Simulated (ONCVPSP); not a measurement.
## PBE ONCV dataset for technetium (Tc), scalar-relativistic all-electron reference.

Tc, optimised norm-conserving Vanderbilt (ONCV), made with ONCVPSP 4.0.1 (PBE, scalar-relativistic). Core [Ar] 3d10, reference 4s2 4p6 4d5 5s1.75 (charge +0.25). Waves: 4s+5s: rc 1.85 bohr, ncon 3, nbas 6, qcut 6.1 1/bohr, 2 projectors; 4p: rc 1.75 bohr, ncon 4, nbas 8, qcut 7.5 1/bohr, 2 projectors, debl 2.8 Ha; 4d: rc 2.20 bohr, ncon 4, nbas 9, qcut 6.3 1/bohr, 2 projectors, debl 2.9 Ha. Local part: polynomial inside 1.50 bohr (lpopt 4, dvloc0 2 Ha). Core correction: Teter function, fcfact 4.5, rcfact 1.84.

* Cutoffs needed: 16 Ha and 18 Ha (the cutoffs (Ha) at which the residual kinetic energy of the hardest occupied pseudo-wave falls to 1 and 0.1 mHa per electron)
* Ghost test: no bound ghost flagged; no localised positive-energy state flagged
* Largest excitation error: -15 meV (all-electron minus pseudo) for 4s2 4p6 4d5 5s0, out of 4 test configurations
* rms error of d²Exc/dni dnj: 3.43 mHa without and 5.25 mHa with the model core
